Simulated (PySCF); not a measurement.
Ti(Br)(OH)3 (BrH₃O₃Ti), SMILES [OH][Ti]([OH])([OH])[Br], multiplicity 1.

Geometry optimised at B3LYP-D3(BJ)/def2-SVP. The multiplicity is an assumed one; no other spin state was optimised. The structure was generated by enumeration; whether it is a known compound was not checked. The values are those of a single conformer.

Computed with PySCF with PBE/def2-TZVP.

The molecule is in vacuum.

Computed frontier levels, gap, dipole moment and polarisability:
| Property | Result |
|---|---|
| highest occupied level | -6.68 eV |
| lowest empty level | -2.81 eV |
| orbital gap | 3.87 eV |
| dipole moment | 3.63 D |
| quadrupole, principal values (traceless, Buckingham form, about the centre of nuclear charge) | -2.02, 1.01, 1.01 D·Å |
| mean static polarisability | 69.6 bohr³ (10.31 Å³) |
| polarisability, principal values | 62.5, 62.5, 83.7 bohr³ |
